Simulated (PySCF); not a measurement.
Question: Give a GFN2-xTB geometry of methyl isobutyrate, `COC(=O)C(C)C`.

Answer: 
```xyz
17
C5H10O2 angstrom
C      2.7952   -0.3588    0.1296
O      1.4529   -0.2144    0.5733
C      0.5670    0.2020   -0.3424
O      0.8620    0.4614   -1.4780
C     -0.8312    0.2510    0.2440
C     -1.6683    1.3020   -0.4763
C     -1.4414   -1.1472    0.0975
H      2.8347   -0.9885   -0.7617
H      3.2203    0.6175   -0.1125
H      3.3409   -0.8185    0.9497
H     -0.7434    0.4888    1.3077
H     -2.7006    1.2612   -0.1386
H     -1.6383    1.1236   -1.5480
H     -1.2763    2.2979   -0.2861
H     -1.5036   -1.4210   -0.9534
H     -0.8340   -1.8846    0.6174
H     -2.4430   -1.1604    0.5210
```

Orientation and origin are arbitrary. Atoms count from 1 in this order. Of the pairs four or more bonds apart, O4···H8 is among the closest relative to their van der Waals radii: 2.55 Å, 94 % of the sum of Bondi's values. The C–O distances run from 1.202 Å (C3=O4, drawn double) to 1.421 Å (C1–O2, drawn single), a spread of 0.219 Å. O2 (ester single-bonded oxygen) is bent (angle 116.3°).

Bonds between heavy atoms (Å): C1–O2 1.421, O2–C3 1.340, C3=O4 1.202, C3–C5 1.517, C5–C6 1.525, C5–C7 1.533.

Computed geometry: GFN2-xTB, gas phase.

Point group: C1 (no symmetry element, even within 0.4 Å). GFN2-xTB frequencies: not computed here. One conformer, not necessarily the lowest (C1–O2–C3–O4 -1°, O2–C3–C5–C6 152°).
